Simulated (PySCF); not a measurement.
# Ionisation energy of Kr⁸⁺ by level of theory

Kr⁸⁺ [Ar] 3d10 → Kr⁹⁺ [Ar] 3d9 [3d3/2^4 3d5/2^5, M_J = 5/2], as a difference of total energies. All numbers are calculated (PySCF 2.14, the two-component X2C-1e Hamiltonian, in an uncontracted even-tempered set (18 s from 0.43 bohr⁻², ratio 2.8; 13 p from 0.56 bohr⁻², ratio 2.8; 9 d from 0.56 bohr⁻², ratio 2.8; 4 f from 4.4 bohr⁻², ratio 3)). Correlated levels: [Ne] frozen; the 76 highest virtual spinors dropped. "Screened" scales the spin-orbit matrix elements by Boettger's factors to mimic the two-electron term; Breit and QED terms are absent.

| method | ionisation energy (eV) |
| --- | --- |
| GHF (screened spin-orbit) | 231.43 |
| GMP2 (screened spin-orbit) | 233.34 |

Task: How much does correlation contribute at GMP2 (screened spin-orbit)?

Result: 233.34 − (231.43) = 1.91 eV, measured against GHF (screened spin-orbit).

For comparison: 233 ± 0.7 eV (semi-empirical (NIST evaluation); NIST Atomic Spectra Database, ionization energies).
